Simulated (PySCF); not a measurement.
```xyz
6
charge 0 multiplicity 4, angstrom
Cu    0.0068   -0.0018   -0.0256
O     1.7287   -0.2738    0.1913
O    -0.5731    1.6679   -0.1382
O    -1.0699   -1.4080   -0.0512
H    -0.5847    2.1451    0.6985
H    -1.2235   -1.8104    0.8103
```

Computed with UPBE0/[Cu def2-TZVP, O def2-TZVP, H def2-TZVP], no relativity, density fitting, PySCF.

This geometry of CuO(OH)2 is a stationary point at this level.

Q: What is the point group?

A: Cs.

Q: Is it a minimum?

A: Yes: all harmonic wavenumbers are real.

Q: Give the ideal-gas entropy at 298.15 K and 1 bar by parts.

A: translation 167.8, rotation 106.1, vibration 58.3, spin 11.5; total 343.7 J/(mol K).

Q: What is the atomisation energy, with and without zero-point energy?

A: 1500 kJ/mol without, 1429 kJ/mol with.

Only a few start shapes were tried, so a lower isomer may exist. Open d and f shells are described by one determinant, and the ground state may have another occupation or spin. At this level a doublet minimum of C2 symmetry lies 13 kJ/mol below this structure.
